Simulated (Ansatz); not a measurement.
Reaction: C2H5B (SMILES BC=C) → C2H4B (SMILES [C](B)=C, doublet) + H (doublet) (the C-H bond breaks)
Each species at its own B3LYP-D3(BJ)/def2-TZVP minimum (Ansatz, a first-principles code).

Wanted: bond dissociation energy (electronic), in kJ/mol. Radicals and triplets start from unrestricted determinants; spin-orbit coupling is neglected. CBS(X,Y): correlation extrapolated as X^-3, Hartree-Fock from the larger set. A bracket is a step between two methods taken in the basis named. Functionals run without relativity, which enters their misses. Double hybrids freeze cores in their MP2 part. 'core' is core correlation in cc-pwCVTZ, 'X2C' scalar relativity in cc-pVTZ-DK, both at CCSD(T). For partners of very few electrons the exact lower level stands in for a higher one. The restricted determinant of C2H5B (BC=C, singlet) is unstable towards broken spin symmetry in at least one set run. The UHF reference of C2H4B (B[C]=C, doublet) is spin-contaminated (<S^2> up to 0.11 over the pure value in the sets run).

CCSD(T)/CBS(cc-pVTZ,cc-pVQZ) + [CCSDT(Q) - CCSD(T)]/cc-pVDZ + core + X2C (Ansatz) gives 430.3 kJ/mol.

### Question
What does PBE/def2-TZVPD (Ansatz) give here, and how do the other levels compare?

### Answer
PBE gives 393.7 kJ/mol, 36.6 kJ/mol below it. Differences of the others: r2SCAN/def2-TZVPD (Ansatz) -34.8; B3LYP/def2-TZVPD (Ansatz) -21.6; PBE0/def2-TZVPD (Ansatz) -27.7; wB97M-V/def2-TZVPD (Ansatz) -12.7; B2PLYP/def2-TZVPD (Ansatz) -14.9; CCSD(T)/CBS(cc-pVTZ,cc-pVQZ) + core + X2C (Ansatz) 1.4 kJ/mol.
